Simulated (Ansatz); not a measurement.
`FC(Cl)(Br)Br` and `F[Si](Cl)(Br)Br` differ in one element.

Ansatz, PBE0-D4/def2-TZVP geometries, multiplicity 1. 

Scalar relativity is left out up to krypton.

```tsv
property	`FC(Cl)(Br)Br`
ideal-gas entropy at 298 K and 1 bar (rigid rotor, harmonic PBE0-D4/def2-TZVP) / J/(mol·K)	342
LUMO energy (PBE/def2-TZVPP) / eV	-2.91
HOMO–LUMO gap (PBE0/def2-TZVPP) / eV	6.49
HOMO energy (B3LYP/def2-TZVPP) / eV	-8.18
HOMO energy (PBE0/def2-TZVPP) / eV	-8.45
HOMO energy (PBE/def2-TZVPP) / eV	-7.11
```

(1) Give the same properties after the change, and the shifts. (An estimate is asked.)

Answers

(1) Ansatz gave: 
| property | `F[Si](Cl)(Br)Br` | shift |
| --- | --- | --- |
| ideal-gas entropy at 298 K and 1 bar (rigid rotor, harmonic PBE0-D4/def2-TZVP) / J/(mol·K) | 365 | 23 |
| LUMO energy (PBE/def2-TZVPP) / eV | -1.90 | 1.01 |
| HOMO–LUMO gap (PBE0/def2-TZVPP) / eV | 7.95 | 1.46 |
| HOMO energy (B3LYP/def2-TZVPP) / eV | -8.64 | -0.46 |
| HOMO energy (PBE0/def2-TZVPP) / eV | -8.92 | -0.47 |
| HOMO energy (PBE/def2-TZVPP) / eV | -7.61 | -0.50 |

With PBE0 the HOMO falls by 0.47 eV and the LUMO rises by 0.99 eV, so the gap widens by about 1.46 eV. PBE moves the HOMO by -0.50 eV and ωB97M-V by -0.43 eV.

B3LYP here is the variant with VWN-RPA as its local correlation; programs differ in this.

Spin–orbit coupling is left out; it splits and shifts lone-pair levels of the heavy atoms by tenths of an eV.
